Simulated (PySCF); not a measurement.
CH3Be, SMILES [Be+][CH3], charge +1. Heavy atoms are numbered as in [Be+:1][CH3:2]. Hydrogens are named by the atom that carries them.

Geometry: PBE-D3(BJ)/def2-TZVPD. The multiplicity is an assumed one; other spin states were not compared. The isomer is the one that the SMILES or the coordinates give; other isomers of the formula were not compared.

These are r2SCAN/def2-TZVPD (PySCF) values and carry that method's errors.

Mulliken values depend strongly on the basis, most of all with diffuse functions as here. ESP charges are fitted to the potential on shells at 1.4 to 2.0 van der Waals radii. Atomic charges (e), one atom of each kind:

```tsv
atom	IAO	Mulliken	ESP fit
Be1	1.47	0.60	1.42
C2 (CH3)	-1.10	-0.07	-2.03
H on C2	0.21	0.16	0.54
```
